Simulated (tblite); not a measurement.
Compound: C7H4NOS (doublet state).
Atom-mapped SMILES: `[O:1][c:2]1[cH:3][cH:4][c:5]2[s:6][n:7][cH:8][c:9]2[cH:10]1` (hydrogens: H11 on C3; H12 on C4; H13 on C8; H14 on C10)

Computed values, GFN2-xTB/tblite, gas phase, harmonic and unscaled. Against measured fundamentals such values can be off by several per cent, at times by over 20. Open shells enter through the occupations alone, without spin polarisation, and single modes of such species can be off by tens of per cent.

Harmonic wavenumbers (cm⁻¹): 98.5, 178.4, 253.6, 293.7, 365.5, 399.8, 450.0, 458.2, 537.1, 597.6, 655.4, 671.0, 687.7, 749.4, 759.0, 817.7, 818.9, 839.7, 913.5, 916.1, 1041.9, 1135.5, 1140.5, 1198.5, 1216.9, 1240.0, 1330.8, 1430.3, 1474.5, 1518.5, 1552.6, 1575.1, 3082.8, 3101.1, 3103.7, 3120.0.

A = 3131, B = 870.1, C = 680.9 MHz; mass 150.001 u (most abundant isotopes); point group Cs, symmetry number 1; spin multiplicity 2.

What is the zero-point energy?

Half the sum of the wavenumbers: 19862 cm⁻¹ = 56.79 kcal/mol.

Give the ideal-gas entropy at 298.15 K and 1 bar in the rigid-rotor, harmonic-oscillator model (classical rotation).

Translation 40.95, rotation 29.54, vibration 16.37, spin (R ln 2) 1.38: S = 88.2 cal/(mol K).

And Cp and H(298.15 K) − H(0)?

Cp = 31.95 cal/(mol K), of which vibrations give 24.00 (their classical limit is 36 R = 71.5); H(298.15 K) − H(0) = 5.39 kcal/mol without the zero-point energy, 3.02 from vibrations.

What must be added to the electronic energy to get the Gibbs energy at 298.15 K and 1 bar?

ZPE + [H(298.15 K) − H(0)] − T·S = 56.79 + 5.39 − 26.31 = 35.87 kcal/mol.

Blend soft modes into free rotors: weight 1/[1 + (100 cm⁻¹/ν̃)⁴] for the oscillator and the rest for a rotor with moment μB/(μ + B), μ = h/(8π²ν), B = 10⁻⁴⁴ kg m². What vibrational entropy results?

16.07 cal/(mol K) in place of 16.37, which changes −T·S at 298.15 K by +0.09 kcal/mol.

Hindered rotation and anharmonicity are outside this model.

Hardware: Arm Neoverse V1, one thread, no GPU, shared host with 32 logical CPUs at a one-minute load of 10. Cost: 0.52 s wall. The figure is for the frequency step alone.
